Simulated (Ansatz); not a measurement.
A short molecular-dynamics run on CH3BOS (`SB1CO1`).

```yaml
crystal:
  periodic: [false, false, false]
  atoms:
    - {symbol: S, position_ang: [-1.454880, 1.303999, -0.810467]}
    - {symbol: B, position_ang: [-0.241998, 0.188880, -0.163912]}
    - {symbol: C, position_ang: [0.827737, -0.284229, 0.784935]}
    - {symbol: O, position_ang: [0.290602, -1.012575, -0.408000]}
    - {symbol: H, position_ang: [-1.820247, 0.516200, -1.838750]}
    - {symbol: H, position_ang: [1.869477, 0.000238, 0.668938]}
    - {symbol: H, position_ang: [0.590610, -0.780513, 1.721456]}
basis:
  gaussian: {orbitals: def2-SVP}
hamiltonian: {xc: {name: PBE}}
md: {timestep: 2 fs, n_steps: 30, ensemble: nvt_nose_hoover, temperature: 1000, initial_velocities: maxwell_boltzmann, seed: 349}
```

```sh
$ ansatz run in.yaml --threads 2 --pin off --events-out ev --progress --plain --max-ram 4352MiB
```

```
step  time (fs)  potential energy (eV)  kinetic (eV)  T (K)  conserved (eV)
   0        0.0            -14629.5471        0.6463   1000     -14628.9008
   1        2.0            -14629.4404        0.5712    884     -14628.8691
   2        4.0            -14629.3160        0.4380    678     -14628.8780
   3        6.0            -14629.1753        0.3139    486     -14628.8616
   4        8.0            -14629.2037        0.3258    504     -14628.8783
   5       10.0            -14629.1960        0.3179    492     -14628.8789
   6       12.0            -14629.1872        0.3256    504     -14628.8629
   7       14.0            -14629.2497        0.3569    552     -14628.8949
   8       16.0            -14629.0471        0.1938    300     -14628.8559
   9       18.0            -14629.0587        0.1973    305     -14628.8647
  10       20.0            -14629.1573        0.2626    406     -14628.8987
  11       22.0            -14629.0006        0.1636    253     -14628.8418
  12       24.0            -14629.1157        0.2324    360     -14628.8891
  13       26.0            -14629.0675        0.2069    320     -14628.8675
  14       28.0            -14629.0478        0.1984    307     -14628.8575
  15       30.0            -14629.1895        0.3155    488     -14628.8836
  16       32.0            -14629.2161        0.3692    571     -14628.8589
  17       34.0            -14629.2893        0.4154    643     -14628.8886
  18       36.0            -14629.1911        0.3439    532     -14628.8647
  19       38.0            -14629.1643        0.3176    491     -14628.8668
  20       40.0            -14629.1935        0.3380    523     -14628.8784
  21       42.0            -14629.1608        0.3384    524     -14628.8482
  22       44.0            -14629.3713        0.5077    785     -14628.8934
  23       46.0            -14629.3737        0.5280    817     -14628.8803
  24       48.0            -14629.2707        0.4576    708     -14628.8525
  25       50.0            -14629.3939        0.5482    848     -14628.8900
  26       52.0            -14629.2953        0.4778    739     -14628.8671
  27       54.0            -14629.2500        0.4328    670     -14628.8716
  28       56.0            -14629.2733        0.4494    695     -14628.8829
  29       58.0            -14629.1383        0.3298    510     -14628.8718
  30       60.0            -14629.0365        0.2401    371     -14628.8631
```

Velocities are drawn at the set temperature; a run this short doesn't reach equilibrium.

Frames (Å, forces in eV/Å):

```xyz
7
time=0.0 fs
S    -1.455    1.304   -0.810   -0.076    0.485    0.268
B    -0.242    0.189   -0.164   -0.348    0.448   -0.091
C     0.828   -0.284    0.785   -0.016    0.095    0.051
O     0.291   -1.013   -0.408    0.067   -0.645   -0.397
H    -1.820    0.516   -1.839   -0.138   -0.294   -0.385
H     1.869    0.000    0.669    0.633    0.186   -0.034
H     0.591   -0.781    1.721   -0.123   -0.276    0.588
7
time=2.0 fs
S    -1.446    1.304   -0.811   -0.925   -0.158   -1.004
B    -0.267    0.191   -0.152    0.598   -0.906    0.098
C     0.828   -0.265    0.804    0.307    0.400   -1.919
O     0.289   -1.019   -0.422   -0.232    0.603   -0.012
H    -1.881    0.442   -1.848    0.377    0.673    0.774
H     1.877    0.019    0.636    0.188    0.151    0.170
H     0.642   -0.869    1.644   -0.314   -0.763    1.892
7
time=4.0 fs
S    -1.438    1.304   -0.813   -1.449   -0.255   -1.427
B    -0.290    0.189   -0.140    1.309   -1.860    0.212
C     0.829   -0.245    0.817    0.277   -1.310   -0.739
O     0.288   -1.024   -0.435   -0.463    1.469    0.282
H    -1.926    0.393   -1.828    0.619    1.042    1.091
H     1.891    0.043    0.609   -0.396    0.026    0.385
H     0.681   -0.986    1.640    0.103    0.888    0.196
7
time=6.0 fs
S    -1.432    1.303   -0.816   -1.482    0.136   -1.072
B    -0.309    0.181   -0.128    1.693   -2.250    0.259
C     0.832   -0.228    0.828    0.156   -2.538   -0.091
O     0.285   -1.026   -0.449   -0.557    1.845    0.514
H    -1.949    0.385   -1.767    0.501    0.776    0.682
H     1.890    0.069    0.598   -0.491    0.002    0.434
H     0.725   -1.069    1.643    0.181    2.029   -0.726
7
time=8.0 fs
S    -1.427    1.303   -0.821   -0.874    1.053    0.050
B    -0.321    0.165   -0.114    1.684   -2.012    0.242
C     0.834   -0.220    0.838   -0.171   -2.449   -0.384
O     0.280   -1.023   -0.460   -0.476    1.723    0.649
H    -1.952    0.406   -1.679   -0.084   -0.222   -0.404
H     1.870    0.094    0.602   -0.066    0.133    0.270
H     0.775   -1.075    1.618   -0.014    1.773   -0.422
7
time=10.0 fs
S    -1.424    1.304   -0.825   -0.027    1.837    1.166
B    -0.327    0.141   -0.100    1.235   -1.145    0.170
C     0.836   -0.220    0.847   -0.390   -0.732   -1.835
O     0.275   -1.016   -0.471   -0.160    1.127    0.697
H    -1.958    0.418   -1.606   -0.752   -1.267   -1.384
H     1.848    0.125    0.618    0.367    0.300    0.018
H     0.824   -1.012    1.576   -0.273   -0.120    1.168
7
time=12.0 fs
S    -1.421    1.307   -0.828   -0.141    0.832    0.784
B    -0.329    0.114   -0.085    0.350    0.236    0.053
C     0.837   -0.222    0.850   -0.114    0.764   -2.891
O     0.269   -1.006   -0.479    0.413    0.126    0.650
H    -1.993    0.382   -1.587   -0.385   -0.607   -0.795
H     1.840    0.167    0.634    0.224    0.236   -0.115
H     0.864   -0.955    1.580   -0.348   -1.587    2.315
7
time=14.0 fs
S    -1.417    1.311   -0.831   -0.698   -0.758   -0.021
B    -0.330    0.087   -0.069   -0.778    1.795   -0.078
C     0.838   -0.222    0.844    0.609   -0.884   -0.445
O     0.264   -0.996   -0.486    1.115   -1.036    0.470
H    -2.043    0.323   -1.598    0.399    0.658    0.217
H     1.841    0.218    0.645   -0.223   -0.067   -0.127
H     0.890   -0.958    1.672   -0.423    0.291   -0.016
7
time=16.0 fs
S    -1.415    1.315   -0.833   -0.928   -1.550   -0.274
B    -0.334    0.067   -0.054   -1.569    2.891   -0.147
C     0.840   -0.224    0.836    0.973   -1.577    1.226
O     0.262   -0.988   -0.492    1.650   -1.869    0.331
H    -2.078    0.289   -1.600    0.766    1.222    0.621
H     1.833    0.267    0.652   -0.442   -0.335   -0.137
H     0.899   -0.949    1.764   -0.449    1.218   -1.621
7
time=18.0 fs
S    -1.414    1.316   -0.836   -0.770   -1.450   -0.014
B    -0.343    0.057   -0.040   -1.534    3.012   -0.243
C     0.846   -0.232    0.833    0.504   -1.118    1.181
O     0.264   -0.985   -0.497    1.717   -1.931    0.479
H    -2.083    0.302   -1.579    0.642    1.017    0.439
H     1.807    0.303    0.653   -0.197   -0.344   -0.210
H     0.892   -0.894    1.794   -0.361    0.814   -1.632
7
time=20.0 fs
S    -1.414    1.316   -0.838   -0.154   -0.428    0.764
B    -0.357    0.058   -0.026   -0.722    2.225   -0.458
C     0.853   -0.243    0.833   -0.450    0.314   -0.854
O     0.270   -0.987   -0.501    1.298   -1.263    0.966
H    -2.064    0.353   -1.541   -0.025    0.005   -0.329
H     1.775    0.325    0.647    0.270   -0.158   -0.291
H     0.871   -0.808    1.761   -0.217   -0.696    0.202
7
time=22.0 fs
S    -1.413    1.315   -0.840    0.604    0.927    1.680
B    -0.375    0.067   -0.014    0.324    1.075   -0.771
C     0.859   -0.253    0.830   -1.046    1.603   -3.135
O     0.279   -0.991   -0.503    0.661   -0.317    1.558
H    -2.045    0.405   -1.516   -0.877   -1.253   -1.274
H     1.752    0.342    0.629    0.474   -0.099   -0.242
H     0.841   -0.749    1.736   -0.139   -1.936    2.183
7
time=24.0 fs
S    -1.413    1.315   -0.840    0.196    0.682    1.336
B    -0.391    0.079   -0.005    1.107    0.059   -1.094
C     0.862   -0.258    0.818   -1.245    0.438   -0.976
O     0.290   -0.997   -0.501    0.084    0.499    1.962
H    -2.060    0.410   -1.539   -0.570   -0.863   -0.967
H     1.748    0.355    0.602    0.328   -0.285   -0.024
H     0.806   -0.763    1.795    0.101   -0.529   -0.237
7
time=26.0 fs
S    -1.411    1.316   -0.838   -0.858   -0.434    0.237
B    -0.403    0.092    0.001    1.575   -0.651   -1.313
C     0.860   -0.262    0.802   -1.154   -0.300    0.573
O     0.301   -1.001   -0.494   -0.355    1.019    2.110
H    -2.098    0.381   -1.600    0.402    0.400    0.097
H     1.756    0.357    0.574    0.015   -0.533    0.230
H     0.775   -0.798    1.844    0.374    0.497   -1.935
7
time=28.0 fs
S    -1.411    1.317   -0.835   -1.416   -0.927   -0.407
B    -0.409    0.103    0.001    1.761   -1.033   -1.434
C     0.855   -0.266    0.788   -0.877   -0.282    0.598
O     0.311   -1.003   -0.482   -0.699    1.220    1.972
H    -2.119    0.367   -1.656    0.906    1.010    0.702
H     1.765    0.339    0.554   -0.121   -0.556    0.360
H     0.758   -0.814    1.820    0.447    0.568   -1.790
7
time=30.0 fs
S    -1.413    1.316   -0.834   -1.400   -0.751   -0.451
B    -0.410    0.110   -0.003    1.679   -1.107   -1.478
C     0.847   -0.272    0.776   -0.485    0.487   -0.743
O     0.320   -1.001   -0.465   -0.982    1.109    1.498
H    -2.107    0.392   -1.686    0.867    0.904    0.709
H     1.770    0.299    0.549    0.057   -0.286    0.313
H     0.758   -0.808    1.727    0.265   -0.356    0.153
7
time=32.0 fs
S    -1.416    1.314   -0.833   -0.829    0.041    0.187
B    -0.404    0.113   -0.013    1.285   -0.855   -1.446
C     0.837   -0.276    0.761    0.009    1.481   -2.049
O     0.326   -0.998   -0.445   -1.160    0.687    0.651
H    -2.060    0.451   -1.690    0.310    0.127    0.045
H     1.776    0.248    0.555    0.382    0.089    0.159
H     0.768   -0.815    1.639    0.003   -1.570    2.452
7
time=34.0 fs
S    -1.421    1.313   -0.831    0.051    1.150    1.361
B    -0.394    0.112   -0.028    0.527   -0.235   -1.370
C     0.827   -0.275    0.740    0.682    0.033    1.055
O     0.329   -0.992   -0.423   -1.168   -0.053   -0.516
H    -2.002    0.516   -1.691   -0.525   -1.026   -1.139
H     1.797    0.201    0.568    0.396    0.245    0.050
H     0.779   -0.883    1.645    0.036   -0.115    0.559
7
time=36.0 fs
S    -1.425    1.313   -0.828    0.096    1.097    1.398
B    -0.381    0.112   -0.048   -0.292    0.565   -1.187
C     0.820   -0.274    0.722    1.926   -1.000    3.688
O     0.330   -0.987   -0.402   -1.027   -1.003   -1.705
H    -1.964    0.542   -1.736   -0.516   -1.030   -1.195
H     1.834    0.162    0.582   -0.162    0.113    0.019
H     0.791   -0.956    1.673   -0.025    1.258   -1.020
7
time=38.0 fs
S    -1.429    1.314   -0.823   -0.604   -0.020    0.007
B    -0.370    0.113   -0.072   -0.661    1.158   -0.789
C     0.819   -0.277    0.716    2.628   -0.894    4.333
O     0.328   -0.984   -0.385   -0.839   -1.841   -2.599
H    -1.945    0.528   -1.827    0.202    0.071    0.133
H     1.864    0.128    0.597   -0.569    0.065   -0.065
H     0.802   -0.980    1.662   -0.157    1.462   -1.020
7
time=40.0 fs
S    -1.434    1.316   -0.819   -1.006   -0.649   -1.065
B    -0.361    0.118   -0.099   -0.305    1.209   -0.153
C     0.826   -0.282    0.724    2.083    0.148    2.857
O     0.324   -0.985   -0.374   -0.683   -2.182   -2.921
H    -1.919    0.517   -1.913    0.556    0.761    1.083
H     1.873    0.097    0.610   -0.344    0.226   -0.209
H     0.807   -0.949    1.611   -0.302    0.487    0.409
7
time=42.0 fs
S    -1.441    1.316   -0.815   -1.051   -0.596   -1.398
B    -0.353    0.127   -0.126    0.532    0.731    0.577
C     0.840   -0.287    0.741    0.736    1.710   -0.196
O     0.318   -0.992   -0.371   -0.536   -1.915   -2.571
H    -1.871    0.535   -1.958    0.493    0.836    1.255
H     1.868    0.073    0.615    0.292    0.431   -0.313
H     0.800   -0.899    1.576   -0.466   -1.198    2.646
7
time=44.0 fs
S    -1.448    1.316   -0.813   -0.827    0.003   -0.915
B    -0.344    0.140   -0.152    1.358    0.054    1.181
C     0.856   -0.286    0.757   -0.565    0.697    0.057
O     0.311   -1.003   -0.373   -0.358   -1.271   -1.804
H    -1.804    0.585   -1.955    0.150    0.374    0.614
H     1.875    0.067    0.608    0.544    0.366   -0.233
H     0.775   -0.894    1.642   -0.301   -0.224    1.099
7
time=46.0 fs
S    -1.457    1.316   -0.813   -0.398    0.972    0.459
B    -0.329    0.152   -0.174    1.920   -0.564    1.590
C     0.870   -0.283    0.774   -1.118   -0.375    0.927
O     0.304   -1.017   -0.380   -0.183   -0.532   -0.967
H    -1.731    0.650   -1.929   -0.318   -0.535   -0.859
H     1.903    0.074    0.592   -0.033   -0.023    0.049
H     0.739   -0.898    1.751    0.130    1.058   -1.199
7
time=48.0 fs
S    -1.466    1.316   -0.811   -0.134    1.290    1.235
B    -0.307    0.163   -0.190    2.074   -0.960    1.748
C     0.881   -0.281    0.794   -1.177   -0.295    0.415
O     0.295   -1.033   -0.389   -0.046    0.113   -0.263
H    -1.670    0.695   -1.935   -0.453   -0.936   -1.624
H     1.929    0.080    0.578   -0.631   -0.359    0.322
H     0.708   -0.862    1.815    0.367    1.147   -1.834
7
time=50.0 fs
S    -1.475    1.319   -0.808   -0.060    0.330    0.012
B    -0.278    0.170   -0.200    1.776   -1.041    1.625
C     0.889   -0.280    0.815   -1.219    0.440   -1.246
O     0.287   -1.049   -0.399    0.066    0.564    0.275
H    -1.625    0.704   -2.004   -0.208   -0.204   -0.270
H     1.932    0.073    0.576   -0.573   -0.394    0.394
H     0.690   -0.781    1.808    0.219    0.305   -0.791
7
time=52.0 fs
S    -1.484    1.322   -0.806    0.248   -0.628   -1.164
B    -0.242    0.173   -0.204    1.099   -0.799    1.273
C     0.892   -0.278    0.832   -1.259    1.468   -3.950
O     0.279   -1.063   -0.409    0.198    0.794    0.673
H    -1.589    0.705   -2.083   -0.078    0.439    1.103
H     1.912    0.050    0.589    0.205   -0.158    0.214
H     0.681   -0.688    1.771   -0.412   -1.117    1.850
7
time=54.0 fs
S    -1.493    1.324   -0.804    0.707   -1.083   -1.393
B    -0.203    0.174   -0.204    0.124   -0.286    0.712
C     0.891   -0.271    0.837   -1.801    0.811   -2.980
O     0.271   -1.076   -0.417    0.373    0.823    0.903
H    -1.555    0.723   -2.121   -0.085    0.583    1.534
H     1.900    0.021    0.610    1.024    0.052   -0.008
H     0.656   -0.637    1.805   -0.341   -0.899    1.232
7
time=56.0 fs
S    -1.502    1.325   -0.804    1.149   -1.039   -0.685
B    -0.162    0.173   -0.201   -1.045    0.351   -0.046
C     0.885   -0.262    0.832   -1.206   -0.231   -0.059
O     0.264   -1.086   -0.422    0.540    0.753    1.006
H    -1.525    0.763   -2.099   -0.132    0.292    0.992
H     1.928   -0.005    0.631    0.418   -0.136    0.096
H     0.618   -0.621    1.886    0.276    0.010   -1.303
7
time=58.0 fs
S    -1.509    1.324   -0.805    1.469   -0.494    1.058
B    -0.125    0.174   -0.198   -2.186    0.897   -0.927
C     0.874   -0.253    0.827    0.558   -0.651    1.252
O     0.258   -1.095   -0.425    0.629    0.743    1.063
H    -1.499    0.815   -2.040   -0.147   -0.413   -0.638
H     1.971   -0.038    0.656   -0.762   -0.324    0.222
H     0.590   -0.605    1.917    0.439    0.241   -2.030
7
time=60.0 fs
S    -1.514    1.324   -0.805    1.620   -0.035    2.485
B    -0.096    0.178   -0.199   -2.966    1.134   -1.680
C     0.866   -0.246    0.826    1.762   -0.735    0.959
O     0.253   -1.102   -0.426    0.621    0.899    1.100
H    -1.479    0.851   -2.005   -0.100   -0.947   -2.010
H     1.986   -0.083    0.690   -1.044   -0.224    0.119
H     0.579   -0.579    1.871    0.107   -0.092   -0.973
```

It took 23 s on 2 threads of an Arm Neoverse V2 on a shared host, with 0.34 GiB of host memory at the peak.
